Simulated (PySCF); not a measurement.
## Working out the ionisation energy of Ag⁺

Ag⁺ [Kr] 4d10 (1S) → Ag²⁺ [Kr] 4d9 (2D). Calculation: PySCF 2.14, in aug-cc-pwCVDZ-PP with ECP28MDF; a scalar-relativistic core potential. Frozen: 4s2 4p6. Energies in hartree (1 hartree = 27.21139 eV):

| part | Ag⁺ (lower) | Ag²⁺ (upper) |
| --- | --- | --- |
| UHF | -145.820659 | -145.096371 |
| CCSD correlation | -0.322940 | -0.262782 |
| (T) | -0.008660 | -0.004883 |

What does Hartree-Fock give?

(-145.096371) − (-145.820659) = 0.724288 hartree = 19.709 eV.

What do CCSD and CCSD(T) give?

The CCSD correlation energies differ by 0.060158 hartree = 1.637 eV and the triples by 0.003777 hartree = 0.103 eV, so CCSD gives 21.346 eV and CCSD(T) 21.449 eV.

Reference: 21.484 eV (measured; NIST Atomic Spectra Database, ionization energies), between the lowest levels; spin-orbit coupling is absent from the calculation.

A double-zeta basis recovers only part of the correlation energy.

What remains against the reference includes basis incompleteness, the frozen core and higher excitations.
